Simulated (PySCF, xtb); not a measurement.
W(NH)(S)(Cl)(OH) (ClH2NOSW), SMILES [NH]=[W]([OH])(=[S])[Cl], multiplicity 1. One conformer was computed; it need not be the lowest.

Harmonic wavenumbers (cm⁻¹) from xtb 6.7.1 with GFN2-xTB at its own minimum, in rising order: 116, 132, 155, 163, 202, 328, 367, 463, 490, 519, 541, 629, 930, 3352, 3533.

What does B3LYP-D3(BJ)/def2-SVP (PySCF) give at its own minimum? (Estimate from the structure and the level; the computed values follow.)

134, 157, 194, 231, 250, 337, 394, 525, 566, 599, 661, 738, 1009, 3605, 3849. Paired by order, the mean absolute difference is 88 cm⁻¹ and the zero-point energies are 17.0 and 18.9 kcal/mol.
